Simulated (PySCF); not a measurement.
C7H9N.
Structure used (PBE0-D3(BJ)/def2-TZVP), in Å, numbered top down from 1:
```
atom  x, y, z in Å
C1     2.3340   -0.0958    0.1504
C2     1.2405   -0.3280   -0.8883
C3    -0.1268   -0.0837   -0.3255
C4    -0.6791    1.1916   -0.2863
C5    -1.9284    1.3749    0.2838
N6    -2.6531    0.3922    0.8085
C7    -2.1253   -0.8261    0.7699
C8    -0.8844   -1.1117    0.2220
H9     3.3216   -0.2904   -0.2729
H10    2.3155    0.9346    0.5124
H11    2.1969   -0.7519    1.0128
H12    1.4033    0.3325   -1.7449
H13    1.3011   -1.3541   -1.2614
H14   -0.1430    2.0382   -0.7020
H15   -2.3718    2.3667    0.3165
H16   -2.7277   -1.6229    1.1983
H17   -0.5142   -2.1315    0.2190
```

Probes without a nucleus sit at each ring's centroid and 1 Å off its mean plane on both sides; NICS is minus the shielding there, NICSzz its component along the normal. Level: GIAO B97-2/pcSseg-2 (PySCF, non-relativistic, gas phase) on the PBE0-D3(BJ)/def2-TZVP geometry, one conformer.

Ring bond lengths (Å): C3–C4 1.390, C4–C5 1.385, C5–N6 1.329, N6–C7 1.328, C7–C8 1.386, C8–C3 1.389.

Question: What do the NICS probes read (ppm)?

Answer: 
```csv
ring,type,NICS(0),"NICS(1), two faces","NICS(1)zz, two faces",rms pucker (Å),"centre to ring atoms, mean (Å)"
C3–C4–C5–N6–C7–C8,6-membered ring with N; formal bonds all aromatic,-7.3,-10.0 / -9.9,-28.7 / -27.9,0.00,1.37
```

Question: What do they say, and how far can they be read as aromaticity?

Answer: 
- C3–C4–C5–N6–C7–C8: mean NICS(1)zz -28.3 ppm, shielded, aromatic by this magnetic criterion (flat ring, no four-coordinate atom).

Question: And the bond-length index? HOMA = 1 − mean of α(R − Ropt)² over the ring bonds, with Krygowski's 1993 parameters (CC: Ropt 1.388 Å, α 257.7 Å⁻²; CN: Ropt 1.334 Å, α 93.52 Å⁻²).

Answer: 
- C3–C4–C5–N6–C7–C8: HOMA 1.00; the largest term is that of N6–C7, α(R − Ropt)² = 0.00. The geometric and the magnetic index point the same way.

Question: At the first NICS(1) probe listed for ring C3–C4–C5–N6–C7–C8, 1 Å off the ring, how large is the induced field along the normal in 11.7 T applied along it?

Answer: NICSzz × B0 = -28.7 ppm × 11.7 T = -336 μT, against the applied field.

Question: How do the values depend on the level or the medium?

Answer: 
```json
{"level": "B97-2/pcSseg-2, gas", "NICS(0), C3–C4–C5–N6–C7–C8": "-7.3", "mean NICS(1)zz, C3–C4–C5–N6–C7–C8": "-28.3"}
{"level": "KT3/pcSseg-2, gas", "NICS(0), C3–C4–C5–N6–C7–C8": "-7.3", "mean NICS(1)zz, C3–C4–C5–N6–C7–C8": "-27.4"}
{"level": "PBE0/pcSseg-2, gas", "NICS(0), C3–C4–C5–N6–C7–C8": "-7.2", "mean NICS(1)zz, C3–C4–C5–N6–C7–C8": "-28.5"}
{"level": "wB97X-D/pcSseg-2, gas", "NICS(0), C3–C4–C5–N6–C7–C8": "-7.0", "mean NICS(1)zz, C3–C4–C5–N6–C7–C8": "-28.5"}
{"level": "WP04/pcSseg-2, IEF-PCM chloroform", "NICS(0), C3–C4–C5–N6–C7–C8": "-7.6", "mean NICS(1)zz, C3–C4–C5–N6–C7–C8": "-27.6"}
{"level": "wB97X-D/pcSseg-2, IEF-PCM chloroform", "NICS(0), C3–C4–C5–N6–C7–C8": "-6.8", "mean NICS(1)zz, C3–C4–C5–N6–C7–C8": "-28.4"}
```

The geometry is the same throughout; the continuum's cavity takes Bondi-type radii × 1.2.
